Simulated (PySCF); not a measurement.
C2HF5, SMILES C(F)(F)(C(F)F)F. Heavy atoms are numbered as in [F:1][CH:2]([F:3])[C:4]([F:5])([F:6])[F:7]. Hydrogens are named by the atom that carries them.

Geometry: ωB97X-D3(BJ)/def2-SVP.

All values below come from B3LYP/pcSseg-1 in PySCF.

GIAO shieldings, no solvent; atoms alike by connectivity are averaged. δ = σ(ref) − σ: ¹⁹F against CFCl3 (σ = 161.7 ppm); ¹³C against TMS (σ = 181.3 ppm); ¹H against TMS (σ = 31.68 ppm), references at their B3LYP-D3(BJ)/def2-TZVP geometries, non-relativistic.

Computed chemical shifts:
```tsv
nucleus	atoms	count	δ (ppm)
¹⁹F	F5	3	-107.2
¹⁹F	F1	2	-161.6
¹³C	C4	1	129.3
¹³C	C2 (CH)	1	116.3
¹H	H on C2	1	5.98
```
